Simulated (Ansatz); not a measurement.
Reaction (cleavage of the B–Si bond): `B[SiH]1OP1` + CH₃OH → `BOC` + `O1[SiH2]P1`

Program: Ansatz. Geometries: PBE0-D4/def2-TZVP. ΔE: electronic, gas phase. CCSD(T)/CBS is the MP2 limit (def2-TZVPP, def2-QZVPP) plus CCSD(T) − MP2 in def2-TZVPP, frozen cores. This one scheme is used for every species. DFT in def2-TZVPP.

```tsv
species	r2SCAN energy (Eh)
`B[SiH]1OP1`	-733.25459
CH₃OH	-115.70575
`BOC`	-141.17609
`O1[SiH2]P1`	-707.83982
```

Q: Work out ΔE.

A: ΔE = (-141.17609) + (-707.83982) − (-733.25459) − (-115.70575) = -0.05557 Eh = -145.9 kJ/mol. CCSD(T)/CBS gives -153.7 kJ/mol.

Largest T1 diagnostic among the species: 0.021, so the coupled-cluster value is less sure than usual.

From r2SCAN to r2SCAN0 (25 % exact exchange), in def2-TZVPP and without D4, ΔE moves by −5.0 kJ/mol. At CCSD(T), def2-SVP lies −23.1 kJ/mol from the extrapolated value and def2-TZVPP −2.0 kJ/mol.
